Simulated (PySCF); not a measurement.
Identify the unknown among the candidates.

All candidates are C7H5F3O.

- 13C NMR: chemical shifts (computed TMS as zero) by class: 147.2 (1 C), 137.5 (1 C), 130.8 (1 C), 124.9 (1 C), 123.1 (1 C), 118.9 (1 C), 65.2 (1 C) ppm [GIAO PBE0/pcSseg-1]
- Dipole: 1.77 D [PBE0/pcSseg-1]
- 1H NMR: chemical shifts (computed TMS as zero) by class: 6.83 (1 H), 6.21 (1 H), 6.09 (1 H), 4.15 (1 H), 3.96 (1 H) ppm [GIAO PBE0/pcSseg-1]
- Rotational structure: rotational constants A, B, C: 1.826, 0.724, 0.569 GHz [GFN2-xTB]
- NMR, other nuclei: isotropic shieldings of nuclei other than C and H, by class: 159 (1 O), 244 (3 F) ppm [GIAO PBE0/pcSseg-1]

Gas-phase values; electronic properties from PySCF, density fitting. Levels stand in brackets. Isolated species at its GFN2-xTB geometry (one conformer only). NMR classes are plain means over equivalent atoms (diastereotopic ones count apart unless rotation or inversion swaps them), as if these changed places fast.

Problem. Which candidate is it?
A. `Oc1cc(F)cc(C(F)F)c1`
B. `Oc1cccc(C(F)(F)F)c1`
C. `C=C1C=C(OC(F)(F)F)C1=C`
D. `C=CC1=C(OC(F)(F)F)C1=C`
E. `FC1=C(C(F)F)[C@@H]2C=C[C@H]1O2`

Solution. D. It is `C=CC1=C(OC(F)(F)F)C1=C`. Numbering: `[CH2:1]=[CH:2][C:3]1=[C:4]([O:5][C:6]([F:7])([F:8])[F:9])[C:10]1=[CH2:11]`. Its formula, C7H5F3O, gives 4 degrees of unsaturation: 1 ring and 3 π bonds in the structure found. 7 carbons fall into 7 classes; from least to most shielded: vinylic carbon bearing oxygen [C4] (147.2 ppm), terminal =CH2 carbon [C1] (137.5 ppm), CF3 carbon [C6] (130.8 ppm), alkene CH carbon [C2] (124.9 ppm), fully substituted alkene carbon [C10] (123.1 ppm), fully substituted alkene carbon [C3] (118.9 ppm), terminal =CH2 carbon [C11] (65.2 ppm). Hydrogen classes from least to most shielded: 1 H on an alkene CH carbon, C2 (6.83 ppm), 1 H on a terminal =CH2 carbon, C1 (6.21 ppm), 1 H on a terminal =CH2 carbon, C1 (6.09 ppm), 1 H on a terminal =CH2 carbon, C11 (4.15 ppm), 1 H on a terminal =CH2 carbon, C11 (3.96 ppm). The other shieldings belong to: 159 ppm, ether oxygen [O5]; 244 ppm, fluorine of a CF3 group [F7/F8/F9]. By its constants the optimised geometry is an asymmetric top.

The others, at the same levels:
- `Oc1cccc(C(F)(F)F)c1` fails: its computed 13C shifts are 163.7 (1 C), 138.7 (1 C), 136.3 (1 C), 133.5 (1 C), 123.3 (1 C), 123.1 (1 C), 115.7 (1 C) ppm, 1H shifts are 7.74 (1 H), 7.52 (1 H), 7.36 (1 H), 7.08 (1 H), 4.62 (1 H) ppm and rotational constant A is 2.141 GHz (against 1.826 GHz).
- `FC1=C(C(F)F)[C@@H]2C=C[C@H]1O2` fails: its computed 13C shifts are 197.5 (1 C), 160.0 (1 C), 150.8 (1 C), 130.4 (1 C), 114.2 (1 C), 84.7 (1 C), 84.4 (1 C) ppm, 1H shifts are 7.75 (1 H), 7.44 (1 H), 7.01 (1 H), 5.54 (1 H), 4.96 (1 H) ppm and rotational constant A is 1.745 GHz (against 1.826 GHz).
- `Oc1cc(F)cc(C(F)F)c1` fails: its computed 13C shifts are 172.8 (1 C), 165.6 (1 C), 146.0 (1 C), 121.4 (1 C), 114.8 (1 C), 111.2 (1 C), 108.1 (1 C) ppm, 1H shifts are 7.48 (1 H), 6.81 (1 H), 6.70 (1 H), 6.59 (1 H), 4.65 (1 H) ppm and rotational constant A is 1.559 GHz (against 1.826 GHz).
- `C=C1C=C(OC(F)(F)F)C1=C` fails: its computed 13C shifts are 163.8 (1 C), 151.7 (1 C), 147.3 (1 C), 134.6 (1 C), 130.1 (1 C), 102.1 (1 C), 101.1 (1 C) ppm, 1H shifts are 6.51 (1 H), 5.29 (1 H), 5.26 (1 H), 5.22 (1 H), 5.18 (1 H) ppm and rotational constant A is 2.486 GHz (against 1.826 GHz).

Each candidate is one conformer, not necessarily the lowest. The conformers computed, where there is a choice (atom-mapped SMILES and torsion angles):
- `[CH2:1]=[CH:2][C:3]1=[C:4]([O:5][C:6]([F:7])([F:8])[F:9])[C:10]1=[CH2:11]`: C1–C2–C3–C4 179°, C3–C4–O5–C6 -1°, C4–O5–C6–F7 180°
- `[OH:1][c:2]1[cH:3][cH:4][cH:5][c:6]([C:7]([F:8])([F:9])[F:10])[cH:11]1`: C5–C6–C7–F8 31°, H–O1–C2–C3 180°
- `[F:1][C:2]1=[C:3]([CH:4]([F:5])[F:6])[C@@H:7]2[CH:8]=[CH:9][C@H:10]1[O:11]2`: C2–C3–C4–F5 -114°
- `[OH:1][c:2]1[cH:3][c:4]([F:5])[cH:6][c:7]([CH:8]([F:9])[F:10])[cH:11]1`: C6–C7–C8–F9 122°, H–O1–C2–C3 0°
- `[CH2:1]=[C:2]1[CH:3]=[C:4]([O:5][C:6]([F:7])([F:8])[F:9])[C:10]1=[CH2:11]`: C3–C4–O5–C6 0°, C4–O5–C6–F7 180°
